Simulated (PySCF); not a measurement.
BF₄, SMILES F[B-](F)(F)F, charge -1. Heavy atoms are numbered as in [F:1][B-:2]([F:3])([F:4])[F:5].

Geometry optimised at B3LYP-D3(BJ)/def2-SVPD.

Method: PBE0/pcSseg-2 (PySCF).

GIAO shieldings, no solvent; atoms alike by connectivity are averaged. δ = σ(ref) − σ: ¹⁹F against CFCl3 (σ = 165.8 ppm); ¹¹B against BF3 (σ = 88.8 ppm), references at their B3LYP-D3(BJ)/def2-TZVP geometries, non-relativistic.

**Question.** Estimate the chemical shifts. (An estimate is asked for; the answer gives what the named calculation found.)

**Answer.** 
```tsv
nucleus	atoms	count	δ (ppm)
¹⁹F	F1	4	-183.0
¹¹B	B2	1	-11.5
```
